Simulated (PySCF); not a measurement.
OZn, SMILES [Zn]=[O]. Atoms are numbered in the order given.

```xyz
2

Zn     0.0000     0.0000    -0.3580
O      0.0000     0.0000     1.3427
```

Geometry: PBE0-D3(BJ)/def2-TZVPD.

These are PBE/def2-TZVPD run with PySCF values and carry that method's errors.

Mulliken values depend strongly on the basis, most of all with diffuse functions as here. Atomic charges (e):

```csv
atom,Mulliken,meta-Löwdin
Zn1,0.31,(withheld)
O2,-0.31,(withheld)
```

Fill in the missing entries. (Estimate from the structure and the level; the computed values follow.)


- Zn1, meta-Löwdin: 1.01
- O2, meta-Löwdin: -1.01
